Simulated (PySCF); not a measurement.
## Correlation energy of Tl (thallium, neutral)

[Xe] 4f14 5d10 6s2 6p1, 2P determinant. All numbers are calculated (PySCF 2.14, the spin-free X2C one-electron Hamiltonian (Gaussian nucleus), in x2c-TZVPPall). Frozen: [Kr] 4d10 4f14; 21 electrons correlated.

```
  level  correlation energy (mhartree)
   CCSD                        -457.37
    (T)                         -10.95
CCSD(T)                        -468.32
```

Diagnostics: T1 = 0.011, D1 = 0.0468, largest double amplitude 0.047.

Spin-orbit coupling, absent here, splits the open shell strongly.

Cost of the coupled-cluster step: of the order of 30 core-seconds, for 21 correlated electrons.

Iterations:

```
CC2 = 0
CCSD nocc = (np.int64(11), np.int64(10)), nmo = (53, 53)
frozen orbitals [[0, 1, 2, 3, 4, 5, 6, 7, 8, 9, 10, 11, 12, 13, 14, 15, 16, 17, 18, 19, 20, 21, 22, 24, 25, 26, 27, 28, 29, 30], [0, 1, 2, 3, 4, 5, 6, 7, 8, 9, 10, 11, 12, 13, 14, 15, 16, 17, 18, 19, 20, 21, 22, 24, 25, 26, 27, 28, 29, 30]]
max_cycle = 100
direct = 0
conv_tol = 1e-08
conv_tol_normt = 1e-06
diis_space = 8
diis_start_cycle = 0
Init t2, MP2 energy = -0.491015682849871
Init E_corr(UCCSD) = -0.491015682854598
cycle = 1  E_corr(UCCSD) = -0.442559363956393  dE = 0.0484563189  norm(t1,t2) = 0.079718
cycle = 2  E_corr(UCCSD) = -0.457997571490303  dE = -0.0154382075  norm(t1,t2) = 0.0200733
cycle = 3  E_corr(UCCSD) = -0.456512720852151  dE = 0.00148485064  norm(t1,t2) = 0.0079388
cycle = 4  E_corr(UCCSD) = -0.457320515166588  dE = -0.000807794314  norm(t1,t2) = 0.00283299
cycle = 5  E_corr(UCCSD) = -0.457392882364724  dE = -7.23671981e-05  norm(t1,t2) = 0.000315715
cycle = 6  E_corr(UCCSD) = -0.457368195218731  dE = 2.4687146e-05  norm(t1,t2) = 0.000100154
cycle = 7  E_corr(UCCSD) = -0.457368936544913  dE = -7.41326182e-07  norm(t1,t2) = 1.87514e-05
cycle = 8  E_corr(UCCSD) = -0.457369863305336  dE = -9.26760423e-07  norm(t1,t2) = 4.65368e-06
cycle = 9  E_corr(UCCSD) = -0.457369743007935  dE = 1.20297401e-07  norm(t1,t2) = 1.39595e-06
cycle = 10  E_corr(UCCSD) = -0.457369713616283  dE = 2.93916522e-08  norm(t1,t2) = 2.66722e-07
cycle = 11  E_corr(UCCSD) = -0.457369716511187  dE = -2.89490459e-09  norm(t1,t2) = 8.3054e-08
UCCSD converged
E(UCCSD) = -20243.97266720969  E_corr = -0.4573697165111874
UCCSD(T) correction = -0.0109507493195682
```

This basis was not built for core-valence correlation, so the inner-shell part is incomplete.
